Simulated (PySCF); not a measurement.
Computed IR spectrum (relative IR intensity) of a molecule C4H6BFO. Geometry optimised at PBE-D3(BJ)/def2-SVP. Other conformers were not sampled. All values below come from PBE-D3(BJ)/def2-SVP in PySCF 2.14.0. No scaling factor is applied to the harmonic values.

ν (cm⁻¹): 482 (vw), 739 (w), 808 (w), 866 (w), 934 (m), 963 (w), 1127 (m), 1143 (vs), 1185 (m), 1236 (vw), 1298 (w), 1343 (m), 1376 (vw), 1378 (w), 1391 (w), 1676 (vs), 2968 (w), 3023 (w), 3075 (vw) (against the strongest line: vs over 80 %, s over 45 %, m over 15 %, w over 4 %, vw less)

Q: Pick the molecule that these values belong to.
A) C=C=CB(F)OC
B) O=C[C@H]1CCB1F
C) CB1CO/C1=C\F
D) FB1C=CCOC1

A: C, CB1CO/C1=C\F
